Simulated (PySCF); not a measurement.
## Electron correlation in Cl⁺ (chlorine, charge +1)

[Ne] 3s2 3p4, high-spin 3P determinant. All numbers are calculated (PySCF 2.14, no relativity, point nucleus, in cc-pV(T+d)Z). Frozen: [Ne]; 6 electrons correlated.

MP2 pair energies summed by pair of shells (mhartree):

```
 pair  energy  share (%)
3p-3p  -57.77       46.6
3s-3p  -56.60       45.7
3s-3s   -9.61        7.8
```

Total MP2 correlation energy: -123.97 mhartree.

Same-spin part -28.62 and opposite-spin part -95.35 mhartree; SCS-MP2 scales them by 1/3 and 6/5 to -123.96 mhartree.

| level | correlation energy (mhartree) |
| --- | --- |
| CCSD | -149.11 |
| (T) | -4.41 |
| CCSD(T) | -153.52 |

Diagnostics: T1 = 0.0088, D1 = 0.0284, largest double amplitude 0.052.

Problem. Is a single reference adequate?

Solution. Yes: T1 lies below 0.03 and no double amplitude reaches 0.07.
